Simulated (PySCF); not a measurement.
C₃H₈BF.

```xyz
13

B      0.2480     0.2191     0.4429
F      0.5990    -0.9983     0.8821
C      0.6926     1.4463     1.3168
H      1.7940     1.4606     1.4046
H      0.3110     1.3345     2.3474
H      0.3628     2.4193     0.9242
C     -0.5693     0.3267    -0.8957
C     -0.8983    -0.9809    -1.6200
H     -0.0103     1.0188    -1.5571
H     -1.4922     0.8936    -0.6587
H     -1.4910    -1.6546    -0.9808
H      0.0178    -1.5273    -1.8956
H     -1.4730    -0.8084    -2.5440
```

Coordinates come from a B3LYP-D3(BJ)/def2-SVP optimisation. The values are those of a single conformer.

The numbers are results of PBE/pcSseg-1 in PySCF, not measurements. Non-relativistic, no solvent.

### Question
Give the absolute GIAO shielding of each atom: isotropic value and principal components (ppm). (An estimate is asked for; the answer gives what the named calculation found.)

### Answer

| atom | σ(iso) | σ11 | σ22 | σ33 | span |
|---|---|---|---|---|---|
| B1 | 33.5 | -35.6 | 57.7 | 78.4 | 114.0 |
| F2 | 161.2 | -33.2 | 44.6 | 472.2 | 505.4 |
| C3 | 174.9 | 162.8 | 173.4 | 188.6 | 25.9 |
| H4 | 30.8 | 27.5 | 28.5 | 36.4 | 9.0 |
| H5 | 30.8 | 27.4 | 28.5 | 36.4 | 9.1 |
| H6 | 30.7 | 27.2 | 30.1 | 34.9 | 7.7 |
| C7 | 158.9 | 132.9 | 161.3 | 182.6 | 49.7 |
| C8 | 171.8 | 166.1 | 167.9 | 181.5 | 15.4 |
| H9 | 30.0 | 25.7 | 29.9 | 34.3 | 8.6 |
| H10 | 30.0 | 25.7 | 29.9 | 34.3 | 8.6 |
| H11 | 30.2 | 26.2 | 28.4 | 36.0 | 9.7 |
| H12 | 30.2 | 26.2 | 28.4 | 36.0 | 9.7 |
| H13 | 30.3 | 25.5 | 28.4 | 37.1 | 11.6 |
